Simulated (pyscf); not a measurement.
## `[NH2][Ga]([F])[F]`, singlet

Gas-phase minimum from PySCF at ωB97X-D3(BJ)/def2-SVP, one conformer. 

SMILES: [F][Ga]([F])[NH2]
```xyz
6

N      0.8940     0.1064     0.5583
Ga    -0.2932     0.6660    -0.6515
F     -0.7808     2.3354    -0.7750
F     -1.0389    -0.4263    -1.7872
H      1.1853    -0.8590     0.6435
H      1.3376     0.7223     1.2277
```
Charge 0, spin multiplicity 1.

Bond lengths (Å): N1–Ga2 1.785, N1–H5 1.012, N1–H6 1.012, Ga2–F3 1.743, Ga2–F4 1.743. Angles (°): Ga2–N1–H5 123.2, Ga2–N1–H6 123.3, H5–N1–H6 113.5, N1–Ga2–F3 122.3, N1–Ga2–F4 122.0, F3–Ga2–F4 115.7.

Properties at ωB97X-D3(BJ)/def2-SVP:

| Property | Value |
|---|---|
| Harmonic wavenumbers, unscaled | 142, 165, 198, 222, 366, 685, 736, 762, 789, 1520, 3646, 3756 cm⁻¹ |
| Zero-point energy | 18.6 kcal/mol |
| Rotational symmetry number | 2 |
| Entropy of this conformer at 298 K and 1 atm, rigid rotor and harmonic oscillator, modes under 100 cm⁻¹ raised to 100 | 318.2 J/(mol K) |
| Dipole moment | 3.31 D |

Single-point totals, which compare only within one level (frozen core for MP2 and CC):

```
level                   total energy (hartree)
----------------------  ----------------------
ωB97X-D3(BJ)/def2-TZVP             -2180.70796
PBE/def2-TZVP                      -2180.17294
r²SCAN/def2-TZVP                   -2180.59950
B3LYP-D3(BJ)/def2-TZVP             -2180.77612
PBE0-D3(BJ)/def2-TZVP              -2180.21427
M06-2X/def2-TZVP                   -2180.63229
ωB97M-D3(BJ)/def2-TZVP             -2180.79410
HF/def2-TZVPP                      -2177.97147
MP2/def2-TZVPP                     -2178.91053
CCSD/def2-TZVPP                    -2178.90759
CCSD(T)/def2-TZVPP                 -2178.93913
```

Soft torsions are taken as harmonic, which can shift the entropy by several J/(mol K). The CCSD(T) − MP2 part came from Ansatz, without density fitting, on the same reference. The frozen core leaves the outer d or s,p core shells of the metals and heavy elements correlated in the MP2 and CC values, and def2-TZVPP describes them poorly, so these totals are far from the basis limit. Elements up to Kr have no core potential and no relativistic terms here.
